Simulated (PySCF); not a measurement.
Frontier levels across methods

Compound: C7H7N.
Cartesian coordinates in Å at the PBE0-D3(BJ)/def2-SVP level; atoms count from 1:
```xyz
15
C7H7N angstrom
C     -2.4131    1.0032    0.0549
C     -1.6561   -0.0725   -0.1874
C     -0.1958   -0.1593   -0.0645
C      0.6164    0.9134    0.3335
C      1.9916    0.7285    0.4206
N      2.6070   -0.4216    0.1463
C      1.8432   -1.4413   -0.2323
C      0.4568   -1.3648   -0.3524
H     -3.4976    0.9616   -0.0676
H     -1.9911    1.9576    0.3814
H     -2.1468   -0.9970   -0.5114
H      0.1870    1.8874    0.5756
H      2.6333    1.5613    0.7312
H      2.3589   -2.3825   -0.4566
H     -0.1158   -2.2404   -0.6689
```

Basis pcSseg-1 throughout (PySCF), one geometry. The structure is a single PBE0-D3(BJ)/def2-SVP conformer in the gas phase; no vibrational or solvent corrections.

How do the orbital energies, the gap and the dipole change with the method?

```tsv
method	kind	HOMO (eV)	LUMO (eV)	gap (eV)	μ (D)	SCF cycles
BLYP	GGA	-5.71	-2.30	3.41	2.42	15
PBE	GGA	-5.84	-2.49	3.35	2.44	15
LDA	LDA	-5.95	-2.74	3.21	2.54	15
BP86	GGA	-5.97	-2.59	3.38	2.46	15
KT3	GGA	-6.06	-2.40	3.66	2.38	15
B97-2	global hybrid	-7.06	-1.66	5.40	2.52	14
B3LYP	global hybrid	-7.07	-1.79	5.29	2.50	14
PBE0	global hybrid	-7.31	-1.63	5.68	2.53	14
wB97X-D	range-separated hybrid	-9.06	0.07	9.13	2.55	14
```

The HOMO spans 3.35 eV, from BLYP down to wB97X-D, and the gap runs from 3.21 eV (LDA) to 9.13 eV (wB97X-D). Over the methods BLYP (0 %), PBE (0 %), LDA (0 %), BP86 (0 %), KT3 (0 %), B97-2 (21 %), B3LYP (20 %), PBE0 (25 %), a straight line through the gap against the share of exact exchange rises by 0.93 eV for each 10 % (correlation coefficient 0.993). The dipole ranges from 2.38 D (KT3) to 2.55 D (wB97X-D). This basis has no diffuse functions.

The vertical ΔSCF ionisation energy at CAM-B3LYP/def2-SVPD is 9.18 eV; −ε(HOMO) comes closest to it with wB97X-D (9.06 eV).
